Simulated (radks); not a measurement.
Q: These are the eigenvalues of the occupied orbitals of an atom or ion with whole-number occupations (hartree). All-electron calculation, non-relativistic Kohn-Sham, TPSS, spin-polarised, spherical densities, point nucleus; meta-GGA in the generalised Kohn-Sham scheme. Program: a radial shooting solver on a logarithmic mesh with Libxc functionals.

| orbital | eigenvalue |
|---|---|
| 1s down | -2834.281 |
| 1s up | -2834.281 |
| 2s up | -478.5144 |
| 2s down | -478.5009 |
| 2p up | -460.5207 |
| 2p down | -460.5108 |
| 3s up | -115.7412 |
| 3s down | -115.7373 |
| 3p up | -107.2264 |
| 3p down | -107.2218 |
| 3d up | -91.39793 |
| 3d down | -91.38833 |
| 4s up | -27.64396 |
| 4s down | -27.63629 |
| 4p up | -23.92091 |
| 4p down | -23.91202 |
| 4d up | -17.07790 |
| 4d down | -17.06561 |
| 4f up | -7.85846 |
| 4f down | -7.84136 |
| 5s up | -6.80952 |
| 5s down | -6.71674 |
| 5p up | -5.56068 |
| 5p down | -5.46224 |
| 5d up | -3.49875 |
| 5d down | -3.39763 |

Which element is it, and in what charge state? The configuration may be excited. Open shells, if any, are filled with parallel spins first.

A: Z = 81, thallium, charge +6: Tl6+ in [Xe] 4f14 5d7. The list shows which subshells hold electrons but not how many an open one holds; the 1s level, -2834.3 hartree, gives Z - s = 75.3 by -(Z - s)^2/2, which with screening narrows Z to a few neighbours, and the depths of the outer levels then fix element, charge and occupations together.
